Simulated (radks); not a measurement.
Ge28+, configuration [He] 2s2. Calculated with a radial shooting solver on a logarithmic mesh with Libxc functionals: non-relativistic Kohn-Sham, LDA (Slater exchange, Perdew-Wang correlation), spin-unpolarised, spherical densities, point nucleus.

Normalised radial functions P(r) = r R(r), r in bohr:

```
   r/bohr * 1s, o 2s (the largest magnitude, 4.13, reaches the edge; | marks zero, & curves that meet)
 0.001572                             |o *
 0.001731                             |o  *
 0.001905                             |o  *
 0.002097                             | o  *
 0.002309                             | o  *
 0.002541                             | o  *
 0.002797                             | o   *
 0.003079                             | o    *
 0.003389                             | o    *
 0.003731                             |  o    *
 0.004107                             |  o    *
 0.004521                             |  o     *
 0.004976                             |  o      *
 0.005477                             |   o      *
 0.006029                             |   o       *
 0.006637                             |   o        *
 0.007306                             |    o        *
 0.008042                             |    o         *
 0.008852                             |    o          *
 0.009744                             |     o          *
  0.01073                             |     o           *
  0.01181                             |     o            *
    0.013                             |      o            *
  0.01431                             |      o             *
  0.01575                             |      o              *
  0.01733                             |       o              *
  0.01908                             |       o               *
    0.021                             |       o                *
  0.02312                             |       o                 *
  0.02545                             |       o                 *
  0.02801                             |       o                  *
  0.03083                             |       o                  *
  0.03394                             |      o                   *
  0.03736                             |      o                   *
  0.04113                             |     o                   *
  0.04527                             |    o                   *
  0.04983                             |   o                   *
  0.05485                             |  o                  *
  0.06038                             |o                   *
  0.06646                            o|                  *
  0.07316                          o  |                *
  0.08053                        o    |              *
  0.08864                      o      |            *
  0.09758                    o        |         *
   0.1074                  o          |       *
   0.1182                 o           |      *
   0.1301               o             |    *
   0.1433              o              |   *
   0.1577             o               |  *
   0.1736             o               | *
   0.1911              o              |*
   0.2103              o              |*
   0.2315                o            *
   0.2548                 o           *
   0.2805                   o         *
   0.3088                     o       *
   0.3399                       o     *
   0.3741                        o    *
   0.4118                          o  *
   0.4533                           o *
    0.499                            o*
   0.5493                            o*
   0.6046                             &
   0.6656                             &
```

1s: eigenvalue -12828.9 eV, 0 radial nodes, <r> = 0.0476 bohr, 90 % of the charge inside 0.0847 bohr. 2s: eigenvalue -2969.3 eV, 1 radial node at r = 0.0639 bohr, <r> = 0.197 bohr, 90 % of the charge inside 0.300 bohr.
